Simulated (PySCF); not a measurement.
**B2Cl2H3N: core ionisation energies**

B2Cl2H3N.
Numbering: `[NH2:1][BH:2][B:3]([Cl:4])[Cl:5]`

Structure used (PBE0-D3(BJ)/def2-SVP), in Å, numbered top down from 1:
```xyz
8
B2Cl2H3N angstrom
N      0.2792    0.1597   -0.4545
B     -0.8518   -0.0018    0.3354
B     -2.4289   -0.0769   -0.2838
Cl    -3.0882   -1.5590   -0.9632
Cl    -3.4928    1.3213   -0.2185
H      0.2577    0.2338   -1.4636
H      1.2144    0.2066   -0.0701
H     -0.6843   -0.0891    1.5352
```

Computed with delta-SCF UKS SCAN, pcX-2 on the ionised atom, pcseg-1 elsewhere, spin-free X2C in PySCF 2.14.0. Each binding energy is the total energy of the core-ionised species, with the hole localised on one atom, minus that of the ground state; both are solved self-consistently, so orbital relaxation is included.

Q: List the computed XPS lines with their assignment.

A: 
```
atom(s)   bonded to     level  binding energy (eV)  2p1/2 (eV)  above the level's lowest (eV)  count
     B2  N, H and B      B 1s               195.75           –                           0.00      1
     B3  2 Cl and B      B 1s               197.85           –                          +2.10      1
Cl4/Cl5           B  Cl 2p3/2               206.33      207.98                           0.00      2
     N1   2 H and B      N 1s               405.78           –                           0.00      1
Cl4/Cl5           B     Cl 1s              2828.90           –                           0.00      2
```

Lowest listed B 1s: B2, bonded to N, H and B. Highest, 2.10 eV above it: B3, bonded to 2 Cl and B. Summing the Pauling electronegativity differences to the bonded atoms, each weighted by its formal bond order, gives +1.16 for the lowest site and +2.24 for the highest.

Q: Which effective nuclear charge Zeff reproduces each element's mean 1s value in the hydrogen-like formula E = 13.606 eV × Zeff²?

A: B (Z = 5): mean 196.8 eV, Zeff = 3.80, Z − Zeff = 1.20; N (Z = 7): mean 405.8 eV, Zeff = 5.46, Z − Zeff = 1.54; Cl (Z = 17): mean 2828.9 eV, Zeff = 14.42, Z − Zeff = 2.58. Means run over the listed sites, weighted by atom count.

Topologically equivalent atoms share the value of their first member; where this conformer doesn't relate them by symmetry, their own values could differ. For 2p shells one spin-free hole was relaxed; a mean-field spin–orbit operator and the ground-state splitting of the three 2p orbitals were then diagonalised within the shell. The shell's mean is (2 × 2p3/2 + 2p1/2)/3, and the degeneracies 2j + 1 give areas of 2:1. 2p1/2 minus 2p3/2 (ligand field included): Cl 1.65 eV. Geometry: PBE0-D3(BJ)/def2-SVP; no solvent, vibrations or thermal averaging.

Time: 43 s of wall time; peak memory 0.50 GiB. Hardware: Intel Xeon at 2.50 GHz, one thread, on a shared host.
